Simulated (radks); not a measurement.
The chlorine anion Cl-, [Ar], held by a Watson sphere: a shell of charge +1 at radius R that stands for the Madelung well of a crystal (potential energy -1/R inside, -1/r outside, in hartree with lengths in bohr). All-electron calculation, non-relativistic Kohn-Sham, LB94 model potential, spin-polarised, spherical densities, point nucleus. Program: a radial shooting solver on a logarithmic mesh with Libxc functionals. Response by self-consistent Sternheimer equations with the Hartree and adiabatic LDA kernel. The sphere does not respond.

R (bohr),e(2p) (eV),e(3s) (eV),e(3p) (eV),<r> 3p (bohr),sum of <r^2> (bohr^2),X-ray form factor at sin(theta)/lambda = 0.3 1/angstrom,alpha (bohr^3)
2.11,-205.62,-25.190,-13.719,1.882,33.00,9.603,17.74
2.51,-205.16,-24.297,-12.939,1.921,34.31,9.586,20.05
2.75,-204.84,-23.803,-12.479,1.940,34.95,9.584,21.44
2.95,-204.55,-23.415,-12.109,1.953,35.42,9.584,22.58
2.96,-204.54,-23.396,-12.091,1.953,35.44,9.585,22.63
3.19,-204.20,-22.978,-11.685,1.966,35.90,9.586,23.88
3.79,-203.36,-22.017,-10.733,1.988,36.77,9.589,26.75
